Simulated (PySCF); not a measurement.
## Trend along the fifth-period p block: MAl molecules

r²SCAN with double-zeta basis sets in PySCF, for the lowest determinant that a PBE0 search found; no spin–orbit coupling. De refers to high-spin ground-configuration atoms. A positive dipole means M(−)Al(+).

```tsv
M	basis	state (unpaired electrons)	Re (Å)	ωe (cm⁻¹)	De (eV)	μ (D)
In	def2-SVP	triplet (σ ↑, π ↑)	2.890	196	1.48	-0.56
Sn	x2c-SVPall	quartet (σ ↑, π ↑↑)	2.648	272	2.36	0.80
Sb	def2-SVPD	triplet (π ↑↑)	2.758	256	1.87	0.56
Te	def2-SVP	doublet (σ ↑)	2.370	412	3.33	2.83
I	def2-SVP	singlet (closed shell)	2.553	317	3.97	1.57
```

The shortest bond is that of AlTe (2.370 Å), the longest that of AlIn (2.890 Å). AlI is bound most strongly (3.97 eV) and AlIn least (1.48 eV).

The rows differ in basis set, which adds steps of its own.

The state changes along the series, so neighbouring rows are not always alike in their bonding.

These are scalar-relativistic numbers at best; spin–orbit coupling would shift them, the dissociation energy most. States were picked by a PBE0 search and need not be the measured ground states.
